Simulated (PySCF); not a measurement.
# Dipole moment and polarisability of `c1cc(C2CC2)ccn1`

Compound: C8H9N.
Atom-mapped SMILES: `[cH:1]1[cH:2][c:3]([CH:4]2[CH2:5][CH2:6]2)[cH:7][cH:8][n:9]1` (hydrogens: H10 on C1; H11 on C2; H12 on C4; H13, H14 on C5; H15, H16 on C6; H17 on C7; H18 on C8)

Structure used (PBE0-D3(BJ)/def2-SVP), in Å, numbered top down from 1:
```xyz
18
C8H9N angstrom
C     -2.110    0.457    1.134
C     -0.733    0.351    0.961
C     -0.227   -0.057   -0.280
C      1.223   -0.197   -0.554
C      2.223    0.750    0.063
C      2.174   -0.667    0.518
C     -1.168   -0.334   -1.278
C     -2.526   -0.195   -0.998
N     -3.002    0.192    0.182
H     -2.512    0.775    2.103
H     -0.068    0.587    1.796
H      1.445   -0.530   -1.571
H      3.061    1.074   -0.559
H      1.831    1.525    0.727
H      1.748   -0.886    1.501
H      2.978   -1.345    0.218
H     -0.843   -0.657   -2.270
H     -3.267   -0.410   -1.777
```

Level: CAM-B3LYP/def2-SVPD (PySCF), static field, nuclei fixed, core orbitals frozen in the response. The polarisability tensor in these axes (au):

```
x   123.21  -1.03   3.28
y    -1.03  69.38   8.94
z     3.28   8.94  95.55
```

Q: Give the principal values, the mean and the anisotropy Δα = √{½[(α1 − α2)² + (α2 − α3)² + (α1 − α3)²]}.

A: Principal values 66.55, 98.00 and 123.59 au; mean 96.05 au = 14.23 Å³ = 15.84 × 10⁻⁴⁰ C²·m²/J; Δα = 49.49 au (52 % of the mean).

Q: What is the dipole moment, and where does it point?

A: (3.09, -0.25, -0.43) D, 3.13 D in size, pointing from the negative to the positive side. Measured along this direction, the outermost atoms are N9 and H18 at the negative end and H16 and H13 at the positive end.

Q: Estimate the molar refractivity from the static electronic polarisability.

A: Lorentz–Lorenz: R = (4π/3)N_A α = 2.5225 cm³/(mol·Å³) × 14.23 Å³ = 35.9 cm³/mol, in the limit of long wavelengths.

Q: Rayleigh depolarisation ratio (linearly polarised light, static tensor)?

A: ρ = 3Δα²/(45ᾱ² + 4Δα²) = 7347.3/(415114 + 9796.4) = 0.0173.

Q: Directions of the eigenvectors, and the extent of the frame along each?

A: Largest value along (0.99, 0.00, 0.12), where the nuclei span 6.43 Å; middle along (-0.11, 0.30, 0.95), 4.76 Å; least along (0.03, 0.95, -0.30), 2.55 Å. The response follows the extents in order.

Q: Find the Langevin capture rate constant for NO+ (29.998 u) meeting this molecule (119.073 u), k = 2.342 × 10⁻⁹ cm³/s × √(α in Å³ / reduced mass in u).

A: The reduced mass is 23.96 u, so k = 1.80 × 10⁻⁹ cm³/s. The formula leaves out the permanent dipole, which adds to the capture rate.

Q: In a dilute gas of rigid molecules at 273 K, how does the orientational term μ²/3kT compare with the electronic polarisability?

A: In Gaussian units μ²/3kT = 86.75 Å³ against 14.23 Å³, a ratio of 6.09; the Debye molar polarisation (4π/3)N_A(α + μ²/3kT) is 254.7 cm³/mol, leaving out the vibrational part.

One conformer (not necessarily the lowest) at the PBE0-D3(BJ)/def2-SVP geometry, without solvent, vibrations or thermal averaging.
